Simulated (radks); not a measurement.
Radial electron density D(r) = 4 pi r^2 rho(r) of an atom or ion with 58 electrons. Calculated with a radial shooting solver on a logarithmic mesh with Libxc functionals: Dirac Kohn-Sham, PBE, spin-unpolarised, spherical densities, point nucleus.

r (bohr)   D(r) (e/bohr)
0.0008361          2.377
0.001106           3.806
0.001464           6.031
0.001937           9.424
0.002563           14.46
0.003391           21.65
0.004486           31.41
0.005936           43.68
0.007854           57.49
0.01039            70.51
0.01375            79.20
0.01819            80.50
0.02407            75.30
0.03185            71.03
0.04214            77.60
0.05576            94.60
0.07378            104.2
0.09761            92.16
0.1292             77.46
0.1709             85.08
0.2261             88.22
0.2992             57.80
0.3958             34.70
0.5238             40.00
0.693              34.99
0.9169             18.45
1.213              10.70
1.605              7.576
2.124              3.597
2.81              0.9296
3.718             0.1270
4.92            0.009338

What is the nuclear charge?

Answer. Z = 60. The innermost maximum, from 1s, lies near gamma/Z bohr with gamma = sqrt(1 - (Z/c)^2) = 0.899, here 0.015 bohr (found: 0.0165), and its height grows with Z. The density is that of the neodymium ion Nd2+ in [Xe] 4f4; the configuration itself is not fixed sharply by these data, and Z only to a few units. D(r) has 4 maxima, at r = 0.0165, 0.0726, 0.204, 0.567 bohr, and minima at 0.0318, 0.134, 0.412 bohr, inside which lie 2.01, 11.16, 29.14 electrons.
